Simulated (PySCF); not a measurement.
Start geometry of `[Cl][Ti]([Cl])[Cl]` [radical] from GFN2-xTB (Å):
```
atom  x, y, z in Å
Ti1    0.0582   -0.0758    0.3613
Cl2    2.0480   -0.0383   -0.1040
Cl3   -1.0708    1.7916   -0.1554
Cl4   -0.9520   -1.7680   -0.1324
```

Problem. What comes out of this run: PBE0-D3(BJ)/def2-SVP geometry optimisation, gas phase in PySCF?

Solution. 
```
atom  x, y, z in Å
Ti1    0.0218   -0.0276   -0.0001
Cl2    2.1604    0.0798    0.4297
Cl3   -1.1043    1.8120   -0.3138
Cl4   -0.9947   -1.9546   -0.1463
```

The energy falls by 13.0 kcal/mol over 22 energy and gradient evaluations, the largest force component goes from 0.0664 to 2.5e-04 Eh/bohr, and the atoms move by 0.248 Å rms after alignment. The bond that changes most is Ti1–Cl4 (ends: titanium bonded to 3 Cl; chlorine bonded to Ti), which lengthens by 0.152 Å. Bonds longer at the end by more than 0.005 Å: 2 of 3; shorter: 1. Among the angles that change most is Cl3–Ti1–Cl4, from 112.8° to 119.6°. Rotational constants go from 2330, 2111, 1148 to 2043, 2004, 1012 MHz. The orientation of the end geometry is arbitrary; only internal coordinates are fixed.

The run used 85 basis functions and 236 SCF cycles in all. Hardware: one thread of an Arm Neoverse V1, no GPU, shared host. Cost: 2.2 min of wall time, 0.37 GiB resident at most.

Not checked by PBE0-D3(BJ)/def2-SVP frequencies. ⟨S²⟩ = 0.756 (exact for a doublet: 0.75).
